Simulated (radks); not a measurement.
Q: Ionisation ladder of zinc, from Zn I to Zn V. Each ion is in the ground configuration listed by NIST, and IE = E(next ion) - E(this ion). Calculated with a radial shooting solver on a logarithmic mesh with Libxc functionals: scalar-relativistic Kohn-Sham, PBE, spin-polarised, spherical densities, point nucleus; open shells are filled with parallel spins first.

| species | configuration | IE, Delta-SCF (eV) | <r> HOMO (bohr) |
|---|---|---|---|
| Zn I | [Ar] 3d10 4s2 | ? | 2.65 |
| Zn II | [Ar] 3d10 4s1 | 18.735 | 2.39 |
| Zn III | [Ar] 3d10 | 40.241 | 0.880 |
| Zn IV | [Ar] 3d9 | 60.825 | 0.824 |
| Zn V | [Ar] 3d8 | ? | 0.778 |

Estimate the withheld Delta-SCF values.

A: Zn I: 9.597 eV (NIST 9.394); Zn V: 83.807 eV (NIST 83).
